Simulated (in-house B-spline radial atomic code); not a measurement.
**How G0W0 and RPA depend on the start: K-**

Configuration [Ar] 4s2. Computed with an all-electron radial atomic-structure program (B-spline basis): all electrons, non-relativistic, point nucleus, each spin shell either full or empty, empty states to l = 9 with an (l + 1/2)⁻⁴ tail; G0W0 by contour deformation at full frequency.

```json
{"start": "Hartree-Fock", "mean-field 4s (eV)": "-0.281", "G0W0 (eV)": "?", "QP weight": "?", "RPA correlation (Eh)": "?"}
{"start": "LC-wPBE", "mean-field 4s (eV)": "-0.648", "G0W0 (eV)": "-0.650", "QP weight": "0.899", "RPA correlation (Eh)": "-1.0999"}
{"start": "wB97X", "mean-field 4s (eV)": "-0.607", "G0W0 (eV)": "?", "QP weight": "?", "RPA correlation (Eh)": "?"}
{"start": "CAM-B3LYP", "mean-field 4s (eV)": "-0.083", "G0W0 (eV)": "-0.477", "QP weight": "0.769", "RPA correlation (Eh)": "-1.1186"}
```

Problem. What G0W0 level, weight and RPA correlation energy follow from the wB97X start?

Solution. G0W0 level -0.586 eV, weight 0.894, RPA correlation -1.0991 hartree.

Problem. What G0W0 level, weight and RPA correlation energy follow from the Hartree-Fock start?

Solution. G0W0 level -0.614 eV, weight 0.837, RPA correlation -1.0231 hartree.

Problem. How much of the dependence on the start does G0W0 remove?

Solution. The mean-field levels span 0.565 eV and the G0W0 levels 0.173 eV. Against 0.501 eV (electron affinity of the neutral atom) the G0W0 removal energies are off by -0.02 to +0.15 eV, with relativity, Breit and QED terms left out.
